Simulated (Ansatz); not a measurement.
Relaxation of CH4ClFMgO (9 atoms, charge 0, multiplicity 1), to a largest force component of 0.03 eV/Å in at most 50 steps.

The calculation used RKS CAM-B3LYP/6-31G in Ansatz.

```xyz
9
Properties=species:S:1:pos:R:3
Mg -0.588 -1.372 -2.210
F 1.220 -0.969 -1.734
Cl -2.523 -2.164 -3.032
H 0.827 0.685 -0.384
O 0.036 0.963 0.115
C 0.232 0.750 1.533
H 1.006 1.414 1.934
H -0.715 0.983 2.019
H 0.504 -0.289 1.759
```

Task: Where does it end, and by what steps?

Result: It converged. Limits of this set-up: no polarisation functions. After 14 steps the energy has fallen by 1.393 eV; Cl3 moved furthest, 1.24 Å. Joined: Mg1–O5.

```tsv
step	energy less start (eV)	largest force component (eV/Å)	accepted
0	0.0000	1.955	yes
1	-0.3584	0.959	yes
2	-0.6241	0.592	yes
3	-0.8882	0.584	yes
4	-1.1332	0.330	yes
5	-1.2207	0.833	yes
6	-1.2921	0.433	yes
7	-1.3359	0.264	yes
8	-1.3710	0.276	yes
9	-1.3770	0.453	yes
10	-1.3878	0.079	yes
11	-1.3902	0.069	yes
12	-1.3915	0.137	yes
13	-1.3924	0.063	yes
14	-1.3931	0.013	yes
```

```xyz
9
Properties=species:S:1:pos:R:3
Mg -0.359 -0.764 -1.670
F 1.387 -0.617 -2.121
Cl -2.491 -1.368 -2.080
H 1.251 0.110 -0.339
O 0.318 0.068 -0.021
C 0.037 0.556 1.315
H 0.333 1.603 1.402
H -1.038 0.464 1.459
H 0.563 -0.051 2.054
```

The run took 35 s on 2 threads of Arm Neoverse V2, on a shared host, peak memory 0.2 GiB.
